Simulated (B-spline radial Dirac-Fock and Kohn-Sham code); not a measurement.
**How the levels of tellurium move as electrons are removed**

The computed values come from a radial finite-basis atomic code: Dirac-Fock (average of configuration) total-energy differences with a finite nucleus, the Breit interaction including its frequency dependence, and self-energy and vacuum-polarisation corrections. Each ion is free and in its tabulated ground configuration. The model has no electron correlation.

Reference: Te²⁹⁺, [Ar] 3d5, with 1s 33108.5 eV, 2s 6205.2 eV, 2p1/2 5881.5 eV, 3s 2103.5 eV. Shifts from it, in eV (a dash: the subshell is empty, belongs to an open shell averaged over j, or its hole state is left out as unreliable):

```csv
ion,configuration,1s,2s,2p1/2,3s
Te³⁰⁺,[Ar] 3d4,+106.6,+103.3,+104.4,+77.3
Te³¹⁺,[Ar] 3d3,+215.6,+208.6,+210.9,+155.8
Te³²⁺,[Ar] 3d2,+327.0,+316.0,+319.6,+235.4
Te³³⁺,[Ar] 3d1,+440.7,+425.4,+430.4,+316.2
Te³⁴⁺,[Ne] 3s2 3p6,+556.9,+536.8,+543.3,+398.1
Te³⁵⁺,[Ne] 3s2 3p5,+678.1,+641.0,+649.6,+471.6
Te³⁶⁺,[Ne] 3s2 3p4,+801.2,+746.5,+757.4,+545.8
Te³⁷⁺,[Ne] 3s2 3p3,+926.2,+853.4,–,+620.8
Te³⁸⁺,[Ne] 3s2 3p2,+1053.1,+961.5,+976.7,+696.5
```
